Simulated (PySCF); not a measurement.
# HgI: frontier orbitals

r²SCAN at R = 2.763 Å; Hg def2-TZVPP with ECP60, I def2-TZVPP with ECP28; scalar-relativistic core potentials (PySCF 2.14). State: ²Σ⁺ (doublet), unpaired electrons σ ↑. Only the outer orbitals are listed, counted within each symmetry, core potentials removing the inner ones.

```tsv
spin	orbital	occ.	ε (eV)	on Hg (%)	main shells (%)
α	8σ	1	-9.13	61	55 Hg s, 38 I p
α	5π	1	-6.75	3	97 I p
α	5π	1	-6.75	3	97 I p
α	9σ	1	-6.32	54	46 I p, 39 Hg s, 14 Hg p
α	6π	0	-1.23	96	96 Hg p
α	6π	0	-1.23	96	96 Hg p
α	10σ	0	0.21	92	86 Hg p
β	8σ	1	-8.61	63	58 Hg s, 35 I p
β	5π	1	-6.57	3	97 I p
β	5π	1	-6.57	3	97 I p
β	9σ	0	-4.99	52	48 I p, 40 Hg s, 9 Hg p
β	6π	0	-0.95	97	97 Hg p
β	6π	0	-0.95	97	97 Hg p
```

Task: Which are the highest filled and the lowest empty level, where do they sit, and how wide is the gap?

Result: Highest filled α 9σ at -6.32 eV (in %: 46 I p, 39 Hg s, 14 Hg p); lowest empty β 9σ at -4.99 eV (in %: 48 I p, 40 Hg s, 9 Hg p); the gap at r²SCAN is 1.33 eV.

The bond order (Mayer) is 0.86. The ⟨S²⟩ is 0.759. The charge on Hg (Mulliken, basis-dependent) is 0.25. The charge on Hg (Löwdin, basis-dependent) is 0.06 and the dipole moment (positive dipole means Hg(−)I(+)) is -2.13 D.

Spin–orbit coupling is left out. The state was picked by a PBE0 search and need not be the measured ground state.
